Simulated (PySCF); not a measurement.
SMILES c1(c(Cl)cccc1)-c1c(cccc1)F (C12H8ClF) (GFN2-xTB optimised geometry):

```
22

F     -1.818    -0.561    -0.006
C     -1.155     0.617     0.000
C     -1.893     1.784    -0.011
C     -1.229     2.999    -0.013
C      0.155     3.029    -0.005
C      0.879     1.851     0.000
C      0.237     0.617     0.000
C      0.995    -0.648     0.014
C      0.771    -1.585     1.020
C      1.475    -2.773     1.056
C      2.418    -3.049     0.080
C      2.650    -2.137    -0.935
C      1.942    -0.947    -0.964
Cl     2.222     0.154    -2.273
H     -2.971     1.728    -0.020
H     -1.795     3.918    -0.022
H      0.674     3.976    -0.002
H      1.958     1.879     0.017
H      0.036    -1.367     1.780
H      1.287    -3.485     1.845
H      2.971    -3.976     0.101
H      3.373    -2.345    -1.708
```

Calculation: CAM-B3LYP/def2-SVP in PySCF.

Q: What are the frontier orbital energies and the dipole moment?

A: HOMO-2 -8.53 eV, HOMO-1 -8.37 eV, HOMO -7.98 eV, LUMO 0.22 eV, LUMO+1 0.80 eV; dipole moment 1.16 D.

Meta-Löwdin charges at CAM-B3LYP/def2-SVP: F1 -0.27, C2 0.28, C3 -0.14, C4 -0.09, C5 -0.11, C6 -0.08, C7 -0.03, C8 0.00, C9 -0.09, C10 -0.10, C11 -0.09, C12 -0.11, C13 0.02, Cl14 -0.07, H15 0.12, H16 0.11, H17 0.11, H18 0.11, H19 0.11, H20 0.11, H21 0.11, H22 0.12.
